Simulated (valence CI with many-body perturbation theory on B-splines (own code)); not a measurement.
Ho³⁵⁺: electric-dipole lines

Method: relativistic CI+MBPT: four valence electrons over a frozen Dirac-Fock core [Ar] 3d10, a basis of 11 s, 11 p, 10 d, 8 f, 5 g, 2 h functions for each j, with the one-electron correlation potential Σ1, the two-electron term Σ2, the three-electron term Σ3, Breit, model QED; selected CI, second order for the rest, scaled by the run's own slope (own B-spline code, finite nucleus).

No measured spectrum was set against this ion. As an estimate, large intervals hold to a few tenths of a per cent, small ones and those within an open d or f shell to about a per cent. Among the levels kept, up to 400 cm⁻¹ of a level comes from second order outside the variational space, and about a tenth of that is noise between levels of different J, which matters for small intervals.

Lines 101 to 150 of 558 in falling wavelength, among levels below 490.79 eV, chosen from the strongest by gf and those to the six lowest levels. Wavelengths and rates use the calculated energies. Electric multipoles are in the length gauge with retardation, E1 and E2 with the static RPA response of the core. Weak lines are less certain than strong ones. Lines between different terms over intervals too small for the method are left out, as are lines whose strength nearly cancels. Where a level lies close to another of its J and parity, the split of strength between their lines is uncertain. The highest levels of a list are the least certain.

Levels are named by their leading jj configuration (3d3/2^4 stands for four electrons in 3d with j = 3/2), which in mixed levels can hold well under half, so a name can repeat and another be missing. Letters in brackets count levels of one name in rising energy.

```
λ vac (nm)                           Upper                           Lower   A (s⁻¹)  S (a.u.) with core polarisation  S without
     8.776  (4s 4p1/2 4p3/2 4d5/2) J=3 [d]          (4s^2 4p1/2 4d5/2) J=3  4.47e+10                         1.04e-01   1.12e-01
     8.765      (4s 4p3/2^2 4d3/2) J=1 [b]          (4s^2 4p3/2 4d3/2) J=2  8.42e+10                         8.39e-02   8.96e-02
     8.752   (4p1/2 4p3/2^2 4d3/2) J=2 [a]  (4s 4p1/2 4p3/2 4d3/2) J=3 [a]  3.49e+10                         5.77e-02   6.16e-02
     8.751          (4s^2 4p1/2 4d3/2) J=1          (4s^2 4p1/2 4p3/2) J=1  4.14e+10                         4.11e-02   4.39e-02
     8.742  (4s 4p1/2 4p3/2 4d3/2) J=1 [d]          (4s^2 4p1/2 4d3/2) J=1  9.67e+10                         9.57e-02   1.02e-01
     8.738          (4s 4p1/2 4p3/2^2) J=0          (4s^2 4p1/2 4p3/2) J=1  1.20e+11                         3.95e-02   4.22e-02
     8.735       (4p1/2^2 4p3/2 4d5/2) J=1          (4s 4p1/2^2 4d5/2) J=2  1.04e+11                         1.03e-01   1.10e-01
     8.710      (4s 4p1/2 4d5/2^2) J=4 [b]  (4s 4p1/2 4p3/2 4d5/2) J=3 [d]  3.95e+10                         1.16e-01   1.24e-01
     8.709  (4s 4p1/2 4p3/2 4d5/2) J=1 [c]          (4s^2 4p1/2 4d5/2) J=2  6.61e+10                         6.47e-02   6.90e-02
     8.706      (4s 4p3/2^2 4d3/2) J=1 [c]          (4s^2 4p3/2 4d3/2) J=0  6.03e+10                         5.89e-02   6.30e-02
     8.701  (4s 4p1/2 4p3/2 4d5/2) J=2 [c]          (4s^2 4p1/2 4d5/2) J=2  4.65e+10                         7.56e-02   8.07e-02
     8.683  (4s 4p1/2 4p3/2 4d3/2) J=3 [c]          (4s^2 4p1/2 4d3/2) J=2  6.49e+10                         1.47e-01   1.57e-01
     8.681   (4p1/2 4p3/2^2 4d3/2) J=2 [d]  (4s 4p1/2 4p3/2 4d3/2) J=1 [c]  4.12e+10                         6.66e-02   7.11e-02
     8.675  (4s 4p1/2 4d3/2 4d5/2) J=4 [c]  (4s 4p1/2 4p3/2 4d3/2) J=3 [c]  7.82e+10                         2.27e-01   2.42e-01
     8.673  (4s 4p1/2 4p3/2 4f7/2) J=5 [d]  (4s 4p1/2 4p3/2 4d5/2) J=4 [b]  4.98e+10                         1.76e-01   1.87e-01
     8.662  (4s 4p1/2 4d3/2 4d5/2) J=3 [e]  (4s 4p1/2 4p3/2 4d3/2) J=2 [d]  1.13e+11                         2.54e-01   2.71e-01
     8.654       (4p1/2^2 4p3/2 4d3/2) J=3          (4s 4p1/2^2 4d3/2) J=2  4.24e+10                         9.49e-02   1.02e-01
     8.654                (4s 4p3/2^3) J=1              (4s^2 4p3/2^2) J=0  2.95e+07                         2.83e-05   2.39e-05
     8.640          (4s^2 4d3/2 4d5/2) J=2          (4s^2 4p3/2 4d3/2) J=3  6.28e+10                         9.99e-02   1.07e-01
     8.638          (4s 4p1/2^2 4p3/2) J=1              (4s^2 4p1/2^2) J=0  1.46e+11                         1.40e-01   1.49e-01
     8.630  (4s 4p1/2 4d3/2 4d5/2) J=3 [a]  (4s 4p1/2 4p3/2 4d3/2) J=2 [a]  5.52e+10                         1.23e-01   1.31e-01
     8.630  (4s 4p1/2 4d3/2 4d5/2) J=4 [a]  (4s 4p1/2 4p3/2 4d3/2) J=3 [a]  4.29e+10                         1.23e-01   1.31e-01
     8.627  (4s 4p1/2 4p3/2 4f5/2) J=4 [b]  (4s 4p1/2 4p3/2 4d5/2) J=3 [b]  3.52e+10                         1.00e-01   1.07e-01
     8.623   (4p1/2 4p3/2^2 4d3/2) J=2 [b]  (4s 4p1/2 4p3/2 4d3/2) J=2 [b]  1.09e+11                         1.72e-01   1.84e-01
     8.622       (4p1/2^2 4p3/2 4d3/2) J=2          (4s 4p1/2^2 4d3/2) J=1  3.28e+10                         5.19e-02   5.54e-02
     8.621           (4p1/2^2 4p3/2^2) J=0          (4s 4p1/2^2 4p3/2) J=1  2.03e+11                         6.41e-02   6.84e-02
     8.620   (4p1/2 4p3/2^2 4d3/2) J=1 [c]  (4s 4p1/2 4p3/2 4d3/2) J=2 [d]  1.13e+11                         1.07e-01   1.14e-01
     8.615   (4p1/2 4p3/2^2 4d3/2) J=2 [a]  (4s 4p1/2 4p3/2 4d3/2) J=1 [a]  6.00e+10                         9.46e-02   1.01e-01
     8.612  (4s 4p1/2 4d3/2 4d5/2) J=2 [d]  (4s 4p1/2 4p3/2 4d5/2) J=3 [c]  4.04e+10                         6.36e-02   6.78e-02
     8.611      (4s 4p3/2^2 4d5/2) J=3 [a]          (4s^2 4p3/2 4d3/2) J=3  7.11e+10                         1.57e-01   1.68e-01
     8.608      (4s 4p1/2 4d3/2 4d5/2) J=5      (4s 4p1/2 4p3/2 4d3/2) J=4  3.94e+10                         1.36e-01   1.45e-01
     8.607  (4s 4p1/2 4p3/2 4d3/2) J=3 [b]      (4s 4p1/2 4p3/2^2) J=2 [a]  3.49e+10                         7.68e-02   8.16e-02
     8.605  (4s 4p1/2 4p3/2 4d5/2) J=3 [d]      (4s 4p1/2 4p3/2^2) J=2 [b]  6.44e+10                         1.42e-01   1.51e-01
     8.605   (4p1/2 4p3/2^2 4d5/2) J=3 [b]  (4s 4p1/2 4p3/2 4d5/2) J=4 [c]  5.20e+10                         1.15e-01   1.22e-01
     8.602      (4s 4p3/2^2 4d3/2) J=1 [c]          (4s^2 4p3/2 4d3/2) J=2  7.57e+10                         7.13e-02   7.61e-02
     8.601          (4s 4p1/2 4d5/2^2) J=3  (4s 4p1/2 4p3/2 4d5/2) J=4 [b]  8.72e+10                         1.92e-01   2.04e-01
     8.597          (4s^2 4d3/2 4d5/2) J=3          (4s^2 4p3/2 4d3/2) J=3  7.07e+10                         1.55e-01   1.65e-01
     8.591  (4s 4p1/2 4d3/2 4d5/2) J=3 [b]      (4s 4p1/2 4p3/2 4d3/2) J=4  6.24e+10                         1.37e-01   1.46e-01
     8.583  (4s 4p1/2 4p3/2 4d5/2) J=2 [d]      (4s 4p1/2 4p3/2^2) J=1 [b]  4.65e+10                         7.26e-02   7.70e-02
     8.583       (4p1/2^2 4p3/2 4d5/2) J=3          (4s 4p1/2^2 4d5/2) J=3  3.30e+10                         7.20e-02   7.69e-02
     8.583   (4p1/2 4p3/2^2 4d3/2) J=1 [a]  (4s 4p1/2 4p3/2 4d3/2) J=2 [a]  6.09e+10                         5.70e-02   6.08e-02
     8.581  (4s 4p1/2 4d3/2 4d5/2) J=3 [d]  (4s 4p1/2 4p3/2 4d3/2) J=2 [c]  4.47e+10                         9.77e-02   1.04e-01
     8.580  (4s 4p1/2 4p3/2 4f7/2) J=5 [a]      (4s 4p1/2 4p3/2 4d5/2) J=5  8.44e+10                         2.89e-01   3.07e-01
     8.577          (4s 4p1/2 4d5/2^2) J=3  (4s 4p1/2 4p3/2 4d3/2) J=2 [d]  2.36e+10                         5.15e-02   5.51e-02
     8.575   (4p1/2 4p3/2^2 4d5/2) J=2 [b]  (4s 4p1/2 4p3/2 4d5/2) J=3 [b]  3.28e+10                         5.11e-02   5.44e-02
     8.570      (4s 4p1/2 4d5/2^2) J=4 [a]      (4s 4p1/2 4p3/2 4d5/2) J=5  5.56e+10                         1.55e-01   1.66e-01
     8.566   (4p1/2 4p3/2^2 4d5/2) J=3 [a]  (4s 4p1/2 4p3/2 4d5/2) J=4 [a]  2.93e+10                         6.37e-02   6.78e-02
     8.564  (4s 4p1/2 4p3/2 4f7/2) J=3 [a]  (4s 4p1/2 4p3/2 4d5/2) J=3 [a]  2.81e+10                         6.10e-02   6.46e-02
     8.562      (4s 4p1/2 4p3/2^2) J=1 [a]          (4s^2 4p1/2 4p3/2) J=2  8.98e+10                         8.34e-02   8.90e-02
     8.557      (4s 4p1/2 4p3/2^2) J=2 [b]          (4s^2 4p1/2 4p3/2) J=2  1.01e+11                         1.57e-01   1.67e-01
```
